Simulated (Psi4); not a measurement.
C4H10Be, singlet, at a GFN2-xTB geometry (such geometries of metal compounds can be far from the true shape), with bond 5-2 at 2.0 times its length; Psi4 1.11 with M06-2X/pcseg-1.

The Psi4 input:
```
memory 2 GB

molecule mol {
0 1
Be   -0.090810    0.018725    0.200271
C     1.320707   -0.711486    0.897724
C     1.442516   -2.219689    0.603341
H     1.375297   -0.608689    1.987489
H     3.197594    0.195333    0.218785
H     1.493977   -2.408348   -0.466839
H     0.588062   -2.766292    0.996696
H     2.343121   -2.634096    1.059331
C    -1.494221    0.747264   -0.515060
C    -1.249628    2.179915   -1.028732
H    -2.351340    0.809948    0.165053
H    -1.893025    0.182582   -1.365698
H    -0.471278    2.197469   -1.788595
H    -0.940106    2.838883   -0.220306
H    -2.156861    2.595690   -1.470105
}

set {
  basis pcseg-1
  reference rks
  d_convergence 1e-8
}

energy('m06-2x')
print_variables()
```

It wrote (shortened):

```
   => Loading Basis Set <=

    Name: PCSEG-1
    Role: ORBITAL
    Keyword: BASIS

         ---------------------------------------------------------
                                   SCF
               by Justin Turney, Rob Parrish, Andy Simmonett
                          and Daniel G. A. Smith
                              RKS Reference
         ---------------------------------------------------------

  ==> Geometry <==

    Molecular point group: c1
    Full point group: C1

    Geometry (in Angstrom), charge = 0, multiplicity = 1:

       Center              X                  Y                   Z               Mass
    ------------   -----------------  -----------------  -----------------  -----------------
         BE          -0.099884449801     0.010878418598     0.194293290706     9.012183065000
         C            1.311632550199    -0.719332581402     0.891746290706    12.000000000000
         C            1.433441550199    -2.227535581402     0.597363290706    12.000000000000
         H            1.366222550199    -0.616535581402     1.981511290706     1.007825032230
         H            3.188519550199     0.187486418598     0.212807290706     1.007825032230
         H            1.484902550199    -2.416194581402    -0.472816709294     1.007825032230
         H            0.578987550199    -2.774138581402     0.990718290706     1.007825032230
         H            2.334046550199    -2.641942581402     1.053353290706     1.007825032230
         C           -1.503295449801     0.739417418598    -0.521037709294    12.000000000000
         C           -1.258702449801     2.172068418598    -1.034709709294    12.000000000000
         H           -2.360414449801     0.802101418598     0.159075290706     1.007825032230
         H           -1.902099449801     0.174735418598    -1.371675709294     1.007825032230
         H           -0.480352449801     2.189622418598    -1.794572709294     1.007825032230
         H           -0.949180449801     2.831036418598    -0.226283709294     1.007825032230
         H           -2.165935449801     2.587843418598    -1.476082709294     1.007825032230

  Running in c1 symmetry.

  Rotational constants: A =      0.44013  B =      0.05380  C =      0.05096 [cm^-1]
  Rotational constants: A =  13194.78446  B =   1612.85469  C =   1527.86715 [MHz]
  Nuclear repulsion =  135.726702330462814

  Charge       = 0
  Multiplicity = 1
  Electrons    = 38
  Nalpha       = 19
  Nbeta        = 19

  ==> Algorithm <==

[...]
   @DF-RKS iter   8:  -172.90030242661817   -9.53102e-07   2.24368e-06 DIIS
   @DF-RKS iter   9:  -172.90030250410501   -7.74868e-08   5.98703e-07 DIIS
   @DF-RKS iter  10:  -172.90030250913318   -5.02817e-09   1.69388e-07 DIIS
   @DF-RKS iter  11:  -172.90030250964742   -5.14234e-10   2.85063e-08 DIIS
   @DF-RKS iter  12:  -172.90030250966478   -1.73657e-11   1.23293e-08 DIIS
   @DF-RKS iter  13:  -172.90030250966694   -2.16005e-12   3.64175e-09 DIIS
  Energy and wave function converged.

  ==> Post-Iterations <==

   Electrons on quadrature grid:
      Ntotal   =   37.9999838498 ; deviation = -1.615e-05

    Orbital Energies [Eh]
    ---------------------

    Doubly Occupied:

[...]
      19A     -0.288368

    Virtual:

[...]
    Final Occupation by Irrep:
              A
    DOCC [    19 ]
    NA   [    19 ]
    NB   [    19 ]

  @DF-RKS Final Energy:  -172.90030250966694

   => Energetics <=

    Nuclear Repulsion Energy =            135.7267023304628140
    One-Electron Energy =                -498.9356423916236736
    Two-Electron Energy =                 203.8515271092782655
    DFT Exchange-Correlation Energy =     -13.5428895577843136
    Empirical Dispersion Energy =           0.0000000000000000
    VV10 Nonlocal Energy =                  0.0000000000000000
    Total Energy =                       -172.9003025096669433

Computation Completed

Properties will be evaluated at   0.000000,   0.000000,   0.000000 [a0]

Properties computed using the SCF density matrix

 Multipole Moments:

 ------------------------------------------------------------------------------------
     Multipole            Electronic (a.u.)      Nuclear  (a.u.)        Total (a.u.)
 ------------------------------------------------------------------------------------

 L = 1.  Multiply by 2.5417464519 to convert [e a0] to [Debye]
 Dipole X            :         -1.6944028            1.1217715           -0.5726313
 Dipole Y            :         -0.7059533            0.2933496           -0.4126037
 Dipole Z            :          1.2700484           -1.0707565            0.1992919
 Magnitude           :                                                    0.7333932

 ------------------------------------------------------------------------------------

  Variable Map:
  ----------------------------------------------------------------------------
[...]
  Array Variable Map:
  ----------------------------------------------------------------------------
[...]
[...]
```
